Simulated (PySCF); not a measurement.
PySCF 2.14 output of a UHF calculation on a single atom or ion in aug-cc-pVDZ-PP with ECP28MDF, with a scalar-relativistic core potential:

```
SCF conv_tol = 1e-09
number electrons alpha = 11  beta = 10
cycle= 1 E= -213.083034316438  delta_E= -0.00269  |g|= 0.016  |ddm|= 0.0795
cycle= 2 E= -213.083387514945  delta_E= -0.000353  |g|= 0.00588  |ddm|= 0.0296
cycle= 3 E= -213.083443823068  delta_E= -5.63e-05  |g|= 0.000271  |ddm|= 0.0202
cycle= 4 E= -213.083443981558  delta_E= -1.58e-07  |g|= 5.03e-05  |ddm|= 0.00357
cycle= 5 E= -213.083443986777  delta_E= -5.22e-09  |g|= 1.01e-05  |ddm|= 0.000664
cycle= 6 E= -213.083443986931  delta_E= -1.54e-10  |g|= 1.51e-06  |ddm|= 0.00011
converged SCF energy = -213.083443986931  <S^2> = 0.7602021  2S+1 = 2.0101762
```

The run itself started from symmetry-adapted Hartree-Fock orbitals and held the occupation by maximum overlap, so the iterations belong to that start.

Task: Which element, charge and spin multiplicity is this?

Result: Sn⁺ (tin, charge +1), multiplicity 2; the state was [Kr] 4d10 5s2 5p1, 2P determinant.

Energies and moments cover only the electrons outside the core potential.
